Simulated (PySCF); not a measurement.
PySCF input:

```python
from pyscf import gto, scf, dft

mol = gto.M(
    atom='''
    C    -0.56687313    0.45164240   -0.01738260
    F     0.52970873   -0.26358262    0.01653168
    H    -1.36613982   -0.33761083   -0.04448949
    ''',
    basis='def2-tzvpd',
    charge=0,
    spin=0,
    verbose=4,
)

mf = scf.RHF(mol).density_fit(auxbasis='def2-universal-jkfit')
mf.conv_tol = 1e-9
mf.max_cycle = 100
mf.max_memory = 1500
mf.kernel()
if not mf.converged:
    mf = mf.newton()
    mf.kernel(mf.make_rdm1())
mf.analyze()
```

Problem. What final total energy does it print?

Solution. -137.81849 Eh (HF/def2-TZVPD).
